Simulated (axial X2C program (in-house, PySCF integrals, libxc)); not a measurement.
## Nuclear properties of SbF⁻

Calculated with an axial X2C code built on PySCF integrals: two-component X2C with atomic mean-field Coulomb and Gaunt terms, Gaussian nuclei, basis Sb dyall-acv3z, F dyall-av3z with contracted cores.

R = 2.017 Å (near the PBE0 minimum at charge -1 of the determinant lowest at the starting distance; the state shown can have its own minimum elsewhere).

Input and command:
```json
{"zs": [51, 9], "q": -1, "bas": ["dyall-acv3z", "dyall-av3z"], "r0": 2.04, "levels": ["PBE0", "HF", "BP86", "PBE", "TPSSh"], "nst": 3}
```
```bash
python soeom.py task.json out
```

Keys: zs atomic numbers; q charge; bas basis sets; r0 starting distance in Å; levels methods; nst determinants followed.

Determinant lowest in the PBE0 search, Ω = 3/2 (⟨Sz⟩ = 0.51, ⟨Lz⟩ = 0.99 at PBE0), spin on the atoms Sb 0.51, F 0.00:

```
level  Eeff magnitude (GV/cm)  Ws magnitude Sb (kHz)  A∥/gI Sb (MHz)  qzz Sb (a.u.)  A∥/gI F (MHz)  qzz F (a.u.)
 PBE0                     1.5                  0.614             299           7.89           20.1          1.49
   HF                    6.88                   2.73             312           8.16           21.9          1.33
 BP86                   0.915                  0.387             321           7.51           21.7          1.50
  PBE                   0.987                  0.415             302           7.44           21.9          1.49
TPSSh                    1.18                  0.491             299           7.77           20.4          1.51
```

Determinant 0.33 eV from it at PBE0 and this distance, Ω = 1/2 (⟨Sz⟩ = -0.49, ⟨Lz⟩ = 0.99 at PBE0), spin on the atoms Sb -0.49, F 0.00:

```csv
level,Eeff magnitude (GV/cm),Ws magnitude Sb (kHz),A∥/gI Sb (MHz),qzz Sb (a.u.),A∥/gI F (MHz),qzz F (a.u.)
PBE0,1.25,1.34,2910,7.46,80.6,1.51
HF,0.144,0.0294,2690,8.06,35.8,1.40
BP86,1.44,1.56,2830,7.09,101,1.52
PBE,1.38,1.48,2840,7.03,101,1.51
TPSSh,1.1,1.16,2830,7.34,88.6,1.53
```

Eeff is the effective electric field on the electron electric dipole moment in this Ω state and Ws the scalar–pseudoscalar constant of the nucleus named (defined with the proton number Z and per Ω); A∥ (defined per Ω) follows by multiplying with gI = μI/(I μN); qzz is the electric field gradient, eQq0 = 234.96 MHz × Q/barn × qzz. The operators were transformed with the bare-nucleus X2C matrices; with these basis sets, hyperfine constants and field gradients can be off by tens of per cent, and where levels differ in sign neither size nor sign is settled.

(1) With gI(121Sb) = 1.3454, Q(121Sb) = -0.543 barn, gI(19F) = 5.2577 (g factors from the IAEA table of nuclear moments by Stone; Q from Pyykkö, Mol. Phys. 2018), turn the PBE0 values of the first state into constants in MHz.

Each state is one determinant with collinear spin. Unrestricted Hartree–Fock can overshoot spin polarisation at the nuclei. For an anion, determinants above electron detachment, or with a positive highest level, are held by the basis set. Where Eeff spreads by more than a factor of two the levels disagree and none is to be relied on. The search compared states at one distance, so a state with another bond length can lie lower. Further determinants of the search, some of them spin-mixed, are not shown. PBE0 term energies can be off by some tenths of an eV.

## Answers

(1) A∥(121Sb) = 299 × 1.3454 = 402 MHz; eQq0(121Sb) = 234.96 × (-0.543) × (7.89) = -1010 MHz; A∥(19F) = 20.1 × 5.2577 = 106 MHz.
